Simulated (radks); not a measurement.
Results of a calculation; reference values are marked as such.
Q: Ionisation of Lu, [Xe] 4f14 5d1 6s2, to Lu+, [Xe] 4f14 6s2, under several functionals. Dirac Kohn-Sham, spin-unpolarised, spherical densities, point nucleus; open shells are shared between the two j in proportion to 2j + 1; a radial shooting solver on a logarithmic mesh with Libxc functionals. Known Delta-SCF values: AM05 5.254 eV; OLYP 5.029 eV. What does PW91 give, and what is its highest occupied eigenvalue?

A: 5.321 eV by Delta-SCF; the 5d5/2 eigenvalue is -1.680 eV. NIST: 5.426 eV (measured).

Beside tabulated values, note that spin-unpolarised runs miss the spin-polarisation part of the exchange energy of open shells.
